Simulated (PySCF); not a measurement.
C5H11B.
SMILES with atom numbers: `[BH2:1][C@H:2]([CH3:3])[CH2:4][CH:5]=[CH2:6]` (hydrogens: H7, H8 on B1; H9 on C2; H10, H11, H12 on C3; H13, H14 on C4; H15 on C5; H16, H17 on C6)

Cartesian coordinates in Å at the PBE0-D3(BJ)/def2-SVP level; atoms count from 1:
```xyz
17
C5H11B angstrom
B     -0.900    1.335    0.741
C     -0.875    0.158   -0.280
C     -2.172   -0.640   -0.402
C      0.366   -0.749   -0.274
C      1.662   -0.029   -0.468
C      2.703   -0.063    0.364
H     -1.946    1.905    0.963
H      0.113    1.755    1.250
H     -0.803    0.814   -1.190
H     -3.050    0.019   -0.475
H     -2.317   -1.284    0.480
H     -2.164   -1.299   -1.286
H      0.256   -1.495   -1.084
H      0.398   -1.325    0.666
H      1.742    0.567   -1.388
H      3.627    0.480    0.150
H      2.668   -0.637    1.296
```

Linear response at PBE0/def2-SVPD (PySCF, frozen core in the response, non-relativistic).

Static isotropic polarisability: 77.43 au (11.47 Å³), principal values 65.2, 71.8, 95.3 au.

(1) What is the polarisability at 1064 nm and at the sodium D line?

(2) What is the isotropic C6 coefficient between two such molecules, C6 = (3/π)∫α(iω)² dω?

(3) Which effective excitation energy ω̄ makes London's formula C6 = (3/4)α²ω̄ exact here?

(4) What molar refraction at the D line follows from R = (4π/3)·N_A·α′, with α′ the polarisability volume?

(5) What n − 1 at the D line would an ideal gas of it have at 273.15 K and 1 atm (2.6868 × 10¹⁹ cm⁻³), by n − 1 = 2π·N·α′?

(6) What three-body coefficient follows from the one-pole estimate C9 = (3/4)·α·C6?

Results:

(1) 78.11 au at 1064 nm (+0.9 %), 79.74 au at 589.3 nm (+3.0 %). The rise at 589.3 nm is 3.38 times that at 1064 nm; a pure ω² law gives 3.26. The lowest singlet lies at 249 nm, shorter than both wavelengths.

(2) 2405 au (Eh·bohr⁶) by a ten-point quadrature over imaginary frequencies, which is 1440 eV·Å⁶ or 139 J·nm⁶/mol.

(3) ω̄ = 4·C6/(3α²) = 0.535 Eh = 14.6 eV. A one-pole form α(ω) = α/(1 − ω²/ω̄²) fitted to the 1064 nm value gives 12.4 eV.

(4) α′ = 11.82 Å³ gives R = 29.81 cm³/mol, for isolated, non-vibrating species.

(5) 19.95 × 10⁻⁴, a formal value whether or not that pressure can be reached.

(6) 140000 au. This is an estimate from the two numbers above, not a computed integral.

The run took about 80 s of CPU time (one thread, shared machine). This is the whole response run at PBE0/def2-SVPD, SCF included.

One conformer stands for the species.
